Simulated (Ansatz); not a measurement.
Basis-set extrapolation for C$_{3}$H$_{5}$BO (`OC1BC=C1`) (PBE0-D4/def2-TZVP geometry, frozen core, Ansatz 0.2.0). Multiplicity 1, RHF reference.

```
                      def2-TZVPP   def2-QZVPP
                 HF  -216.074082  -216.083917
    MP2 correlation    -0.814670    -0.871071
CCSD(T) correlation    -0.880824      not run
```

Energies in hartree. Use E(X) = E(∞) + A·exp(−7.88·√X) for Hartree–Fock and E(X) = E(∞) + B·X^(−2.97) for correlation, with X = 3 and 4, and add CCSD(T) minus MP2 of the smaller set to the MP2 limit.

What is the CCSD(T) energy at the basis-set limit?

HF limit: -216.083917 + (-0.009835) × 0.13774 = -216.08527. MP2 limit: -0.871071 + (-0.056401) × 0.74074 = -0.91285. Higher-order term: -0.880824 − (-0.814670) = -0.06615. Total: -217.06427 hartree, 2.98 eV below CCSD(T)/def2-TZVPP.
